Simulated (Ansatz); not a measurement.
Cost and result for the atomization energy of BH8NSi2 (`BN([SiH3])[SiH3]`) (12 atoms, 11 bonds).

```tsv
atom	x (Å)	y (Å)	z (Å)
B1	-1.6108	-0.3198	0.2849
N2	-0.2557	-0.0217	0.0416
Si3	0.3099	1.6121	-0.2379
Si4	0.8725	-1.3673	0.0276
H5	-2.4318	0.5524	0.3078
H6	-1.9317	-1.4640	0.4694
H7	0.9617	1.6987	-1.5709
H8	-0.8492	2.5317	-0.1729
H9	1.3172	1.9800	0.7913
H10	0.5134	-2.3358	-1.0367
H11	0.8796	-2.0536	1.3423
H12	2.2249	-0.8126	-0.2464
```

The species carries charge 0 and has multiplicity 1. All single points use the PBE0-D4/def2-TZVP geometry. Program: Ansatz. All runs use 4 threads of an Arm Neoverse N1 on a shared host. Times are those of one run each, without the atoms' runs, and a repeat can differ threefold. Electronic energies, without spin–orbit coupling; frozen cores. CCSD(T)/CBS adds CCSD(T) − MP2 in def2-TZVPP to the MP2 limit, and its time is that of the two runs behind it. T1 = 0.013. B3LYP takes the VWN-RPA correlation (the form of Gaussian; ORCA's B3LYP/G). HSE06 is the plane-wave form, built on full-range PBE exchange.

CCSD(T)/CBS is a level of theory with its own doubt, some kJ/mol a heavy atom from the limit and from the frozen cores, so smaller differences don't rank the functionals.

```csv
level,functions,atomization (kcal/mol),difference from CCSD(T)/CBS,per bond
CAM-B3LYP-D4/def2-TZVPP,258,950.0,8.8,0.8
HSE06-D4/def2-TZVPP,258,931.8,-9.4,-0.9
CCSD(T)/def2-TZVPP,258,917.7,-23.5,-2.1
revPBE-D4/def2-TZVPP,258,921.2,-20.0,-1.8
BLYP-D4/def2-TZVPP,258,936.8,-4.4,-0.4
MP2/def2-QZVPP,494,932.5,-8.7,-0.8
ωB97M-V/def2-TZVPP (with forces),258,945.7,4.5,0.4
PBE-QIDH/def2-TZVPP,258,930.0,-11.2,-1.0
LDA (SPW92)/def2-TZVPP,258,1039.0,97.8,8.9
CCSD(T)/def2-SVP,104,882.8,-58.4,-5.3
B2PLYP/def2-TZVPP,258,932.5,-8.7,-0.8
CCSD(T)/CBS(def2),–,941.2,0.0,0.0
B3LYP-D4/def2-TZVPP (with forces),258,945.9,4.7,0.4
```

(1) Order the runs by time, with rough figures. (Estimate.)

Results:

(1) Computed: LDA (SPW92)/def2-TZVPP 1.9 s; revPBE-D4/def2-TZVPP 3.1 s; BLYP-D4/def2-TZVPP 3.5 s; CCSD(T)/def2-SVP 4.7 s; HSE06-D4/def2-TZVPP 4.9 s; CAM-B3LYP-D4/def2-TZVPP 5.5 s; B3LYP-D4/def2-TZVPP (with forces) 7.5 s; B2PLYP/def2-TZVPP 8 s; PBE-QIDH/def2-TZVPP 8.5 s; ωB97M-V/def2-TZVPP (with forces) 18 s; MP2/def2-QZVPP 33 s; CCSD(T)/def2-TZVPP 2.5 min; CCSD(T)/CBS(def2) 3 min.

The D4 term adds +10.4 kcal/mol with B3LYP and +5.4 kcal/mol with PBE0; it sums over pairs of atoms, weighted by their polarisabilities, and B3LYP, whose exchange is more repulsive, gets the larger term. From BLYP to BHLYP (50 % exact exchange), in def2-TZVPP and without D4, the atomization energy moves by +3.7 kcal/mol. Leaving LDA and LC-ωPBE aside and taking each functional with its dispersion term where it has one, the values spread over 28.7 kcal/mol, from revPBE-D4 to CAM-B3LYP-D4. LDA lies +109.8 kcal/mol from PBE without D4, its usual overbinding.
